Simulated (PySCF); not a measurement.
# Orbital picture of KP

r²SCAN at R = 3.047 Å; basis K def2-TZVPP, P def2-TZVPP; no relativity; PySCF 2.14. State: ³Σ⁻ (triplet), unpaired electrons π ↑↑. Only the outer orbitals are listed, counted within each symmetry.

```tsv
spin	orbital	occ.	ε (eV)	on K (%)	main shells (%)
α	7σ	1	-36.55	100	100 K s
α	3π	1	-19.63	100	100 K p
α	3π	1	-19.63	100	100 K p
α	8σ	1	-19.47	99	99 K p
α	9σ	1	-12.45	2	98 P s
α	4π	1	-4.32	4	96 P p
α	4π	1	-4.32	4	96 P p
α	10σ	1	-3.54	10	89 P p
α	11σ	0	-1.32	96	80 K s, 16 K p
α	5π	0	0.34	99	91 K p
α	5π	0	0.34	99	91 K p
β	7σ	1	-36.55	100	100 K s
β	3π	1	-19.64	100	100 K p
β	3π	1	-19.64	100	100 K p
β	8σ	1	-19.48	99	99 K p
β	9σ	1	-10.06	4	95 P s
β	10σ	1	-2.96	18	82 P p, 16 K s
β	4π	0	-1.62	15	85 P p, 9 K p
β	4π	0	-1.62	15	85 P p, 9 K p
β	11σ	0	-1.42	89	68 K s, 21 K p, 11 P p
```

**Question.** Which are the highest filled and the lowest empty level, where do they sit, and how wide is the gap?

**Answer.** Highest filled β 10σ at -2.96 eV (in %: 82 P p, 16 K s); lowest empty β 4π at -1.62 eV (in %: 85 P p, 9 K p); the gap at r²SCAN is 1.34 eV.

```json
{
 "bond order (Mayer)": "0.71",
 "⟨S²⟩": "2.026",
 "charge on K (Mulliken, basis-dependent)": "0.60",
 "charge on K (Löwdin, basis-dependent)": "0.31",
 "dipole moment (positive dipole means K(−)P(+))": "-9.44 D"
}
```

The state is the lowest determinant that a PBE0 search found; another state may lie lower at other levels.
